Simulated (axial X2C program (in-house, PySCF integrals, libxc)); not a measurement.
**HgB⁺: cheaper levels and CCSD(T), with spin–orbit coupling**

Calculated with an in-house relativistic program for diatomic molecules. Two-component (2c) means X2C with spin–orbit coupling and atomic mean-field two-electron Coulomb and Gaunt terms. Basis: Hg dyall-cv3z [13s14p9d6f4g], B dyall-v3z [7s6p2d1f] (cores contracted in-house); Gaussian nuclei, density fitting, unrestricted open shells. Masses: Hg 201.971 u, B 11.009 u.

State: Ω = 0 (closed shell); fragments Hg + B+.

```json
{"level": "PBE0", "Re (Å)": "2.336", "ωe (cm⁻¹)": "324.6", "De (eV)": "1.73"}
{"level": "HF", "Re (Å)": "2.534", "ωe (cm⁻¹)": "264.8", "De (eV)": "1.02"}
{"level": "MP2", "Re (Å)": "2.338", "ωe (cm⁻¹)": "306.9", "De (eV)": "1.21"}
{"level": "CCSD", "Re (Å)": "2.399", "ωe (cm⁻¹)": "297.7", "De (eV)": "1.23"}
{"level": "M06", "Re (Å)": "2.453", "ωe (cm⁻¹)": "279.4", "De (eV)": "1.51"}
```

Correlated methods: 14 electrons correlated (number of frozen shells: Hg 5 s, 4 p, 2 d, 1 f; B 1 s), 266 virtual spin orbitals or spinors in MP2, 90 natural virtuals in coupled cluster.

CCSD(T), same Hamiltonian and basis:

Re = 2.373 Å, ωe = 309.9 cm⁻¹; T1 = 0.021 (Lee–Taylor normalisation).

**Question.** Give the differences from CCSD(T) in the columns below.

**Answer.** 

```csv
level,ΔRe (Å),Δωe (cm⁻¹)
PBE0,-0.037,15
HF,0.161,-45
MP2,-0.035,-3
CCSD,0.026,-12
M06,0.080,-30
```

The state is a single determinant with fixed occupations, the lowest that a limited PBE0 search found. Dissociation energies refer to the lowest single-determinant-based atoms at the same level and basis. De is not given where an atomic determinant may have missed its ground term or J level, or where the truncated virtual space spoils (T). CCSD and (T) use frozen natural virtuals with an MP2 correction for the truncation; (T) itself is uncorrected, so its De runs slightly low.
